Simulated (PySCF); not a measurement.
Pb(F)(OH) (FHOPb), SMILES [OH][Pb][F] (connectivity only; charge and spin as stated), neutral, multiplicity 1. Atoms are numbered in the order given.

```xyz
4

Pb     0.2626    -0.0260     0.0000
F     -1.3036    -1.3841     0.0000
O     -0.9847     1.6473     0.0000
H     -1.9204     1.4072     0.0000
```

Geometry optimised at B3LYP-D3(BJ)/def2-TZVP. The def2 effective core potentials stand for the cores of Pb; spin–orbit coupling is left out. The values are those of a single conformer.

The numbers are results of ωB97X/def2-TZVPD (PySCF), not measurements.

Mulliken values depend strongly on the basis, most of all with diffuse functions as here. ESP charges are fitted to the potential on shells at 1.4 to 2.0 van der Waals radii. Atomic charges (e):

| atom | ESP fit | Mulliken |
|---|---|---|
| Pb1 | (withheld) | 1.07 |
| F2 | (withheld) | -0.62 |
| O3 | (withheld) | -0.74 |
| H4 | (withheld) | 0.30 |

Complete the blanks. (An estimate is asked for; the answer gives what the named calculation found.)


- Pb1, ESP fit: 0.77
- F2, ESP fit: -0.45
- O3, ESP fit: -0.70
- H4, ESP fit: 0.38
